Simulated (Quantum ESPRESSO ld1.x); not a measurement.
Task: These are the eigenvalues of the occupied orbitals of an atom or ion with whole-number occupations (eV). Method: scalar-relativistic Kohn-Sham, LDA (Slater exchange, VWN5 correlation), spin-polarised, spherical densities, point nucleus; computed with ld1.x of Quantum ESPRESSO 7.5.

| orbital | eigenvalue |
|---|---|
| 1s up | -25381.6 |
| 1s down | -25381.5 |
| 2s up | -4752.81 |
| 2s down | -4749.57 |
| 2p up | -4397.34 |
| 2p down | -4394.85 |
| 3s up | -1670.41 |
| 3s down | -1666.81 |
| 3p up | -1555.94 |
| 3p down | -1552.21 |
| 3d up | -1399.28 |

Which element is it, and in what charge state? The configuration may be excited. Open shells, if any, are filled with parallel spins first.

Result: Z = 46, palladium, charge +27: Pd27+ in [Ar] 3d1. The list shows which subshells hold electrons but not how many an open one holds; the 1s level, -932.76 hartree, gives Z - s = 43.2 by -(Z - s)^2/2, which with screening and relativity narrows Z to a few neighbours, and the depths of the outer levels then fix element, charge and occupations together.
